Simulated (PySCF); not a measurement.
Computed shifts of a molecule C₄H₂Cl₃F, PBE/pcSseg-1 (PySCF), GIAO, gas phase, equivalent atoms averaged, in ppm (number of nuclei): ¹³C: 216.2 (1), 143.8 (1), 123.3 (1), 96.2 (1). ¹⁹F: -77.5 (1). ¹H: 6.12 (2). References: ¹³C against TMS (σ = 182.0 ppm); ³⁵Cl against HCl (σ = 936.5 ppm); ¹⁹F against CFCl3 (σ = 133.6 ppm); ¹H against TMS (σ = 31.49 ppm), references at their B3LYP-D3(BJ)/def2-TZVP geometries, non-relativistic (without spin–orbit terms, shifts of atoms bonded to Cl or Br come out too high). The structure is a stationary point at B3LYP-D3(BJ)/def2-SVP. The values are those of a single conformer.

**Question.** Which structure fits?
A. F/C(Cl)=C(Cl)/C=C/Cl
B. C=C=C(Cl)C(F)(Cl)Cl
C. F/C=C(\Cl)C=C(Cl)Cl
D. C=C=C(F)C(Cl)(Cl)Cl

**Answer.** B, C=C=C(Cl)C(F)(Cl)Cl
